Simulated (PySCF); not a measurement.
Correlation energy of S+ (sulfur, charge +1)

[Ne] 3s2 3p3, high-spin 4S determinant. Computed with PySCF 2.14 in aug-cc-pVDZ-DK, with scalar relativity by spin-free X2C-1e. Frozen: [Ne]; 5 electrons correlated.

MP2 pair energies summed by pair of shells (mhartree):

```json
{"pair": "3s-3p", "energy": "-45.00", "share (%)": "64.6"}
{"pair": "3p-3p", "energy": "-16.92", "share (%)": "24.3"}
{"pair": "3s-3s", "energy": "-7.71", "share (%)": "11.1"}
```

Total MP2 correlation energy: -69.63 mhartree.

Same-spin part -18.94 and opposite-spin part -50.69 mhartree; SCS-MP2 scales them by 1/3 and 6/5 to -67.14 mhartree.

| level | correlation energy (mhartree) |
| --- | --- |
| CCSD | -88.29 |
| (T) | -1.17 |
| CCSD(T) | -89.46 |

Diagnostics: T1 = 0.0018, D1 = 0.0050, largest double amplitude 0.052.

Q: Is a single reference adequate?

A: Yes: T1 lies below 0.03 and no double amplitude reaches 0.07.
